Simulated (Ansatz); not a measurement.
`CCB(C)N` + H–F → `CCB(N)F` + CH₄  (ligand exchange at a B–C bond)

Gas-phase electronic energies from Ansatz, PBE0-D4/def2-TZVP geometries. CCSD(T)/CBS adds triple-zeta CCSD(T) − MP2 to the extrapolated MP2 energy (def2 sets, frozen cores). This one scheme is used for every species. DFT in def2-TZVPP. Each species was taken in one conformer, which may not be the lowest.

`CCB(C)N`:

```xyz
15

C     0.249   -1.663   -0.902
C    -0.177   -0.209   -1.088
B    -0.022    0.701    0.198
C    -0.451    0.185    1.626
N     0.493    1.993    0.059
H     0.090   -2.254   -1.808
H    -0.313   -2.142   -0.096
H     1.309   -1.738   -0.645
H     0.353    0.227   -1.943
H    -1.241   -0.187   -1.365
H    -0.428    0.954    2.402
H     0.211   -0.627    1.949
H    -1.458   -0.245    1.608
H     0.587    2.635    0.828
H     0.798    2.370   -0.822
```

H–F:

Cartesian coordinates in Å:
```
F -0.074 -0.454 -0.017
H 0.074 0.454 0.017
```

`CCB(N)F`:

Cartesian coordinates in Å:
```
C 1.182 0.745 0.955
C 0.187 -0.367 0.622
B -0.847 0.036 -0.491
N -1.143 -0.741 -1.612
F -1.506 1.205 -0.368
H 0.663 1.661 1.246
H 1.811 0.987 0.095
H 1.844 0.461 1.776
H -0.385 -0.616 1.525
H 0.720 -1.283 0.346
H -1.824 -0.464 -2.298
H -0.701 -1.623 -1.796
```

CH₄:

Z-matrix (Å, degrees):
```
C
H 1 1.090
H 1 1.090 2 109.5
H 1 1.090 2 109.5 3 -120.0
H 1 1.090 2 109.5 3 120.0
```

| level | ΔE (kJ/mol) |
| --- | --- |
| LDA (SPW92) | -140.2 |
| r2SCAN-D4 | -151.1 |
| PBE0-D4 | -140.8 |
| BHLYP-D4 | -155.1 |
| PBE | -144.8 |
| r2SCAN0 | -151.2 |
| MP2/def2-SVP | -161.8 |
| HF/CBS(def2) | -170.1 |

(1) What does CCSD(T)/CBS give? (An estimate is asked.)

Largest T1 diagnostic among the species: 0.011.

Answers

(1) The calculation gave: -138.6 kJ/mol. The listed levels differ from it by -1.6, -12.5, -2.2, -16.5, -6.2, -12.6, -23.2, -31.5 kJ/mol.

At CCSD(T), def2-SVP lies −24.0 kJ/mol from the extrapolated value and def2-TZVPP −4.2 kJ/mol. In def2-TZVPP, CCSD(T) changes the Hartree–Fock value by +27.7 kJ/mol (the triples alone add +2.9 kJ/mol) and MP2 by +30.9 kJ/mol.

CCSD(T)/CBS has its own doubt, a few kJ/mol and more with outer-core shells, so smaller differences from it don't rank the levels.
